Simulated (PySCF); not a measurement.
Compound: C₆H₃O₂ (doublet state).
Cartesian coordinates in Å at the GFN2-xTB level; atoms count from 1:
```
atom  x, y, z in Å
C1     2.9807    0.4732    0.3024
C2     1.7998    0.2388    0.2207
C3     0.4380   -0.0228    0.1316
C4    -0.6329    0.7678    0.5888
C5    -1.7837    0.0951    0.2746
C6    -1.4057   -1.1351   -0.3896
O7    -2.0609   -2.0392   -0.8426
O8    -0.0104   -1.1477   -0.4475
H9     4.0069    0.6814    0.3737
H10   -0.5273    1.7123    1.0851
H11   -2.7991    0.3789    0.4617
```

The species is `C#CC1=C[CH]C(=O)O1` [radical].

Computed, not measured: PySCF, UKS B3LYP, pcH-1 on C H O, non-relativistic, mean-field spin-orbit, GIAO. Geometry: GFN2-xTB; no solvent, vibrations or thermal averaging. Couplings are sensitive to structure, and on GFN2-xTB geometries they can be far from those on DFT ones. The SCF solution wasn't tested for stability. ⟨S²⟩ is 0.774 where a pure state has 0.75.

Largest spin populations (Mulliken): C3 (+0.42), C5 (+0.36), C1 (+0.32) and O7 (+0.23). Four atoms exceed +0.15.

Test a(H) = Q·ρ(C) for the protons on planar carbons with a spin population beyond ±0.08.

| H | C | ρ(C) | a(H) (G) | a/ρ (G) |
| --- | --- | --- | --- | --- |
| H10 | C4 | -0.132 | +1.71 | -12.9 |
| H11 | C5 | +0.362 | -8.90 | -24.6 |

A least-squares line through the origin gives Q = -23.2 G with Mulliken populations. In McConnell's picture π spin on carbon polarises the C–H bond and leaves opposite spin at the proton, which makes Q negative, as found here. Where ρ is negative the coupling is positive.

Couplings in gauss use g_iso = 2.0036.
